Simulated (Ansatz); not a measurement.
`O/C=[N]/[ZnH]` + `O[SiH3]` → `[SiH3][O][ZnH]` + `N=CO` at 700 K and 1 bar (ligand exchange at a Zn–N bond).

Isolated molecules relaxed with PBE0-D4/def2-TZVP in Ansatz; ΔE leaves out vibrations. CCSD(T)/CBS is the MP2 limit (def2-TZVPP, def2-QZVPP) plus CCSD(T) − MP2 in def2-TZVPP, frozen cores. This one scheme is used for every species. For Zn outer-core shells are correlated without core-valence functions, which leaves a few kJ/mol of doubt a bond. Scalar relativity is left out up to krypton. One conformer a species, not always the lowest.

```
         species  CCSD(T)/CBS energy (Eh)  H − E (kJ/mol)  S (J/(mol·K))
 `O/C=[N]/[ZnH]`              -1948.09320           165.9          389.2
       `O[SiH3]`               -366.69042           144.6          321.6
`[SiH3][O][ZnH]`              -2145.08513           151.1          415.8
          `N=CO`               -169.71775           160.4          306.3
```

H − E and S are ideal-gas, rigid-rotor, harmonic terms from PBE0-D4/def2-TZVP, for one conformer and one mirror image of each species. 1 Eh = 2625.50 kJ/mol, R = 8.31446 J/(mol·K).

Problem. By hand: ΔE, ΔH, ΔS and ΔG.

Solution. ΔE = (-2145.08513) + (-169.71775) − (-1948.09320) − (-366.69042) = -0.01926 Eh = -50.6 kJ/mol. Δ(H − E) = 151.1 + 160.4 − 165.9 − 144.6 = 1.0, so ΔH = -49.6 kJ/mol. ΔS = 415.8 + 306.3 − 389.2 − 321.6 = 11.3 J/(mol·K). ΔG = -49.6 − 700 × (11.3)/1000 = -57.5 kJ/mol.

Problem. By hand: the equilibrium constant, and the temperature at which ΔG would vanish if ΔH and ΔS stayed fixed.

Solution. log₁₀ K = −ΔG/(RT ln 10) = 4.3. ΔH and −TΔS have one sign here, so there is no such temperature.

The number of gas molecules stays the same, so ΔS is small and ΔH decides. A doubt of 5 kJ/mol in ΔE shifts log₁₀ K by 0.4 here. Other conformers and mirror images would add mixing entropy, several J/(mol·K) or more a flexible species. Modes under 60 cm⁻¹, often nearly free rotors, make the harmonic entropy too high. These are equilibria of isolated gas molecules and say nothing of rates. Largest T1 diagnostic: 0.017 (customary marks: 0.02 for closed shells, 0.045 for open ones).

ΔS is within the doubt of such terms, so its sign, and with it that verdict, could turn.
